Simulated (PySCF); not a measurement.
**Relaxation of singlet LaF3**

Method: PBE0 in PySCF with La def2-TZVP with ECP46, F def2-TZVP; scalar-relativistic core potentials, no spin–orbit coupling; density-fitted integrals. A (50,194) grid was used.

A start displaced from a saddle point along its imaginary mode, of C3v symmetry, held to at least that symmetry:

```xyz
4
charge 0 multiplicity 1, angstrom
La    0.0000    0.1026    0.0000
F     0.0000   -0.2500    2.1523
F     1.8640   -0.2500   -1.0762
F    -1.8640   -0.2500   -1.0762
```

Q: What does it relax to?

A: It ends at C3v with La–F 2.144 Å (×3); F–La–F 115.0° (×3) (after a last refinement on a finer grid). A frequency run shows a minimum.

Q: How much energy is released, and in how many steps?

A: 4.0 kJ/mol in 6 steps.

The relaxation took 13 s on 4 threads of a shared Arm Neoverse V2 host, with 133 basis functions and 7 gradients; the process peaked at 1.9 GiB.
